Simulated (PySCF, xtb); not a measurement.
Si(OH)(SH) (H2OSSi), SMILES O[Si]S (connectivity only; charge and spin as stated), neutral, multiplicity 1. Other conformers were not sampled.

Harmonic wavenumbers (cm⁻¹) from xtb with GFN2-xTB at its own minimum, in rising order: 221, 222, 434, 435, 691, 734, 919, 2490, 3543.

### Question
What does PySCF 2.14.0 with B3LYP-D3(BJ)/def2-TZVP give at its own minimum? (The exact figures need the calculation; the answer reports its results.)

### Answer
237, 303, 456, 469, 699, 783, 885, 2676, 3804. Paired by order, the mean absolute difference is 77 cm⁻¹ and the zero-point energies are 13.9 and 14.7 kcal/mol.
